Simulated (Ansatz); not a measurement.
The same path of GaH4NO (7 atoms, charge 0, multiplicity 1) was run twice with different band settings. Lost on the way: Ga1–H2, Ga1–O3. Made: H2–O3.

Level of theory: RKS PBE-D4/def2-SVP in Ansatz 0.2.0.

Relaxed end points:

```xyz
7
Properties=species:S:1:pos:R:3
Ga 0.114 -0.285 0.300
H 0.033 -0.739 1.796
O 1.659 0.028 -0.588
H 2.438 -0.121 -0.024
N -1.331 -0.003 -0.761
H -2.300 -0.122 -0.470
H -1.251 0.291 -1.735
```

```xyz
7
Properties=species:S:1:pos:R:3
Ga -0.326 1.255 0.650
H 1.450 -0.967 1.036
O 1.336 -0.317 0.316
H 0.521 -0.626 -0.261
N -0.906 -0.062 -0.790
H -1.829 -0.503 -0.666
H -0.884 0.268 -1.767
```

Common settings: spring 5.0 eV/Å²; optimiser quadratic models (default); start path through a guess of the saddle point; force threshold 0.05 eV/Å; iteration limit 60; end points relaxed.

| run | movable images | climbing image |
| --- | --- | --- |
| 1 | 7 | yes |
| 2 | 6 | no |

(1) What does each run give, and how far can it be trusted?

## Answers

(1) Run 1: converged after 14 iterations, highest image 2.091 eV above the first end. Neighbouring images differ by up to 1.3 eV, so the band resolves the path poorly. A vibrational analysis at the climbing image gives one clearly imaginary mode, 1110i cm⁻¹: a first-order saddle point.
Run 2: converged after 15 iterations, highest image 1.619 eV above the first end. Neighbouring images differ by up to 1.3 eV, so the band resolves the path poorly. No image climbed, so the highest image needn't sit at the top of the path.
The orbitals stay closed-shell, which can raise the energy where a bond breaks towards radicals; this wasn't checked here.
